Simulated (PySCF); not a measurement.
Species: C4H9N2PSi.
Geometry (GFN2-xTB, Å), atoms numbered from 1 in this order:
```
atom  x, y, z in Å
C1    -1.3741    2.1693   -0.8262
N2    -1.8652    1.1392   -0.3235
Si3   -1.1603   -0.2843    0.3751
N4    -1.8412   -0.6172    1.9254
P5    -1.8487   -1.9365   -0.9881
C6     0.6782   -0.1885    0.6098
C7     1.8789   -0.0881    0.6491
C8     3.3181    0.0211    0.7350
H9    -0.3020    2.3751   -0.9023
H10   -2.0376    2.9342   -1.2231
H11   -1.8392    0.1135    2.6174
H12   -2.7137   -1.1183    1.9555
H13   -0.8404   -1.7485   -1.9175
H14   -1.1273   -2.9068   -0.3181
H15    3.6815    0.7432    0.0037
H16    3.6077    0.3510    1.7324
H17    3.7782   -0.9464    0.5350
```

Computed at PBE0/pcSseg-1 (PySCF, non-relativistic), with Q(14N) = 0.02044 b: N2, 14N (I = 1): χzz = -4.944 MHz, η = 0.813; N4, 14N (I = 1): χzz = -4.567 MHz, η = 0.282.

Problem. Find the zero-field quadrupole resonance frequencies of 14N at N2.

Solution. From ν± = (3/4)|χ|(1 ± η/3) and ν0 = |χ|η/2: ν+ 4.712 MHz, ν− 2.703 MHz, ν0 2.009 MHz (C=N nitrogen).

Problem. Where would the pure quadrupole (NQR) lines of 14N at N4 fall for the rigid, isolated species?

Solution. From ν± = (3/4)|χ|(1 ± η/3) and ν0 = |χ|η/2: ν+ 3.747 MHz, ν− 3.103 MHz, ν0 0.644 MHz (silicon-bound nitrogen).

In a crystal, neighbours and librations shift these lines. GFN2-xTB bond lengths can be off by several hundredths of an ångström, more for odd bonds, and the gradients follow them. These gradients aren't converged with respect to the basis.

These values come from a run that also computed NMR shieldings. Hardware: one thread, Arm Neoverse N1 (aarch64), shared host with 64 logical CPUs at a one-minute load of 61. Cost: 63 s, 0.86 GiB resident at most.

One conformer stands for the species.
